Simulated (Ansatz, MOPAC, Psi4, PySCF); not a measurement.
Species: CH4NO, charge 1, multiplicity 1. SMILES: [NH3+]C=O
Geometry from a B3LYP-D3(BJ)/def2-TZVP (Ansatz, a quantum-chemistry and plane-wave program) optimisation:
```
N
H 1 1.0263
H 1 1.0266 2 109.11
H 1 1.0266 2 109.11 3 -117.65
C 1 1.5790 2 108.29 4 -121.18
O 5 1.1639 1 118.01 2 0.00
H 5 1.0952 6 130.99 1 180.00
```
Charge +1, spin multiplicity 1.

Wanted: vertical ionisation energy to the doublet, in eV. Terms: frozen cores in correlated levels; 6-311+G** with 5d; spin-orbit terms left out; PM7 with its own dispersion and hydrogen-bond terms; 6-31G* and kin with 6d, 5d where marked; non-relativistic; each state is the SCF solution reached for its charge and spin; no dispersion term unless named; UHF or UKS for open shells. First-principles rows: single points at B3LYP-D3(BJ) geometries (Ansatz). Semi-empirical rows: differences of heats of formation at the shared geometry for vertical values.

| level | program | vertical ionisation energy to the doublet (eV) |
|---|---|---|
| AM1 | MOPAC | 17.64 |
| PM3 | MOPAC | 17.30 |
| PM6 | MOPAC | 16.99 |
| PM7 | MOPAC | 17.13 |
| HF/6-311+G** | Ansatz | 16.59 |
| PBE/6-31G* | Ansatz | 17.97 |
| PBE/6-311+G** | Ansatz | 18.02 |
| B3LYP/STO-3G | Ansatz | 17.21 |
| B3LYP/6-31G* | Ansatz | 18.08 |
| M06-2X/6-31G* (5d) | PySCF | 18.23 |
| wB97X-D/6-31G* | Psi4 | 18.09 |
| MP2/6-31G* | Ansatz | 18.28 |
| MP2/6-311+G** | Ansatz | 18.37 |
| B3LYP/def2-TZVPD | Ansatz | 18.08 |
| wB97M-V/def2-TZVPD | Ansatz | 18.03 |

No value to compare with is used here. The 13 habitual levels span 16.59 (HF/6-311+G**) to 18.37 eV (MP2/6-311+G**); B3LYP/def2-TZVPD gives 18.08.

The levels are drawn from those run, B3LYP/6-31G* more often than the rest, none by its result; left out are runs that failed, that the program found above a lower state of the same kind, or whose <S^2> lies over 0.5 above the pure value.
